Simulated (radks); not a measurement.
Spherical quantum dot in the effective-mass picture: electrons in a parabolic well V = omega^2 r^2 / 2 with omega = 0.369, all in effective atomic units (hartree* = m*/eps^2 hartree, bohr* = eps/m* bohr), one dielectric constant everywhere. Method: non-relativistic Kohn-Sham, PBEsol, spin-polarised, spherical densities; computed with a radial shooting solver with Libxc functionals. Levels are named by radial order and angular momentum (1s, 1p, 1d, 2s, ...), and open shells are averaged over m. Results are scaled to m* = 0.111 and eps = 13.1, for which hartree* = 17.6 meV and bohr* = 6.245 nm.

N = 8, configuration 1s2 1p6. This is the lowest configuration that the search found. Occupied and some empty levels:

level,occupation,eigenvalue (meV),<r> (nm)
1s,2,49.817,16.55
1p,6,53.059,20.19
1d,0,56.912,22.84
2s,0,58.188,19.68
1f,0,61.234,25.04

Energy (meV): total 264.703, kinetic 34.803, external 100.79, Hartree 163.66, exchange-correlation -34.551.
